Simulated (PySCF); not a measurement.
Cl3La, triplet, geometry from GFN2-xTB (such geometries of metal compounds can be far from the true shape) (the multiplicity is a formal guess) (core potentials on La); DF-R2SCAN/def2-SVP (PySCF).

Here is a job for PySCF.
```python
from pyscf import gto, scf, dft

mol = gto.M(
    atom='''
La    0.08516068   -0.26779560   -0.67267902
Cl   -2.04644296   -0.84818033    0.49246893
Cl    0.26146290    2.04915232    0.33491522
Cl    1.49944132   -0.30306911    1.42806902
''',
    basis='def2-svp',
    ecp={'La': 'def2-svp'},
    spin=2,
    verbose=4,
)

mf = dft.UKS(mol)
mf.xc = 'r2scan'
mf = mf.density_fit(auxbasis='def2-universal-jkfit')
mf.kernel()
```

What the program printed (banner, timings and long lists left out):

```
PySCF version 2.14.0

[INPUT] verbose = 4
[INPUT] num. atoms = 4
[INPUT] num. electrons = 62
[INPUT] charge = 0
[INPUT] spin (= nelec alpha-beta = 2S) = 2
[INPUT] symmetry False subgroup None
[INPUT] Mole.unit = angstrom
[INPUT] Symbol           X                Y                Z      unit          X                Y                Z       unit  Magmom
[INPUT]  1 La     0.085160680000  -0.267795600000  -0.672679020000 AA    0.160930361782  -0.506060341364  -1.271179117541 Bohr   0.0
[INPUT]  2 Cl    -2.046442960000  -0.848180330000   0.492468930000 AA   -3.867216723944  -1.602828527943   0.930631402558 Bohr   0.0
[INPUT]  3 Cl     0.261462900000   2.049152320000   0.334915220000 AA    0.494093272735   3.872336672317   0.632898040748 Bohr   0.0
[INPUT]  4 Cl     1.499441320000  -0.303069110000   1.428069020000 AA    2.833533434656  -0.572717614716   2.698659334776 Bohr   0.0

nuclear repulsion = 253.471171130682
number of shells = 36
number of NR pGTOs = 165
number of NR cGTOs = 86
basis = def2-svp
ecp = {'La': 'def2-svp'}

******** <class 'pyscf.df.df_jk.DFUKS'> ********
method = DFUKS
initial guess = minao
damping factor = 0
level_shift factor = 0
DIIS = <class 'pyscf.scf.diis.CDIIS'>
diis_start_cycle = 1
diis_space = 8
diis_damp = 0
SCF conv_tol = 1e-09
SCF conv_tol_grad = None
SCF max_cycles = 50
direct_scf = False
number electrons alpha = 32  beta = 30
XC library pyscf.dft.libxc version 7.1.2
    S. Lehtola, C. Steigemann, M. J. T. Oliveira, and M. A. L. Marques,  SoftwareX 7, 1–5 (2018)
XC functionals = r2scan
    J. W. Furness, A. D. Kaplan, J. Ning, J. P. Perdew, and J. Sun,  J. Phys. Chem. Lett. 11, 8208–8215 (2020)
    J. W. Furness, A. D. Kaplan, J. Ning, J. P. Perdew, and J. Sun,  J. Phys. Chem. Lett. 11, 9248–9248 (2020)
    J. W. Furness, A. D. Kaplan, J. Ning, J. P. Perdew, and J. Sun,  J. Phys. Chem. Lett. 11, 8208–8215 (2020)
    J. W. Furness, A. D. Kaplan, J. Ning, J. P. Perdew, and J. Sun,  J. Phys. Chem. Lett. 11, 9248–9248 (2020)
radial grids:
    Treutler-Ahlrichs [JCP 102, 346 (1995); DOI:10.1063/1.469408] (M4) radial grids

becke partition: Becke, JCP 88, 2547 (1988); DOI:10.1063/1.454033
pruning grids: <function nwchem_prune>
grids dens level: 3
symmetrized grids: False
atomic radii adjust function: <function treutler_atomic_radii_adjust>
small_rho_cutoff = 0
Set gradient conv threshold to 3.16228e-05
tot grids = 81344
init E= -1408.83558920725

cycle= 1 E= -1411.28924410813  delta_E= -2.45  |g|= 0.816  |ddm|=  7.4

cycle= 2 E= -1410.68663008808  delta_E= 0.603  |g|= 1.14  |ddm|= 4.52

cycle= 3 E= -1411.67554821923  delta_E= -0.989  |g|= 0.342  |ddm|= 3.73

cycle= 4 E= -1411.52205027137  delta_E= 0.153  |g|= 0.449  |ddm|= 1.57

cycle= 5 E= -1411.7436254554  delta_E= -0.222  |g|= 0.158  |ddm|= 1.27

cycle= 6 E= -1411.75722814813  delta_E= -0.0136  |g|= 0.0909  |ddm|= 0.163

cycle= 7 E= -1411.76244577961  delta_E= -0.00522  |g|= 0.0446  |ddm|= 0.136

cycle= 8 E= -1411.76408107328  delta_E= -0.00164  |g|= 0.0124  |ddm|= 0.104

cycle= 9 E= -1411.7641877188  delta_E= -0.000107  |g|= 0.00809  |ddm|= 0.0463

cycle= 10 E= -1411.76423476299  delta_E= -4.7e-05  |g|= 0.00358  |ddm|= 0.0185

cycle= 11 E= -1411.76424921663  delta_E= -1.45e-05  |g|= 0.00106  |ddm|= 0.0154

cycle= 12 E= -1411.76425207331  delta_E= -2.86e-06  |g|= 0.000915  |ddm|= 0.0119

cycle= 13 E= -1411.76425357769  delta_E= -1.5e-06  |g|= 0.000411  |ddm|= 0.00723

cycle= 14 E= -1411.76425407966  delta_E= -5.02e-07  |g|= 0.000226  |ddm|= 0.00552

cycle= 15 E= -1411.76425420866  delta_E= -1.29e-07  |g|= 7.02e-05  |ddm|= 0.00326

cycle= 16 E= -1411.7642542199  delta_E= -1.12e-08  |g|= 1.99e-05  |ddm|= 0.00099

cycle= 17 E= -1411.76425422035  delta_E= -4.51e-10  |g|= 1.11e-05  |ddm|= 0.000102

Extra cycle  E= -1411.76425422023  delta_E= 1.16e-10  |g|= 1.83e-05  |ddm|= 7.52e-05
converged SCF energy = -1411.76425422023  <S^2> = 2.0040079  2S+1 = 3.0026708
```
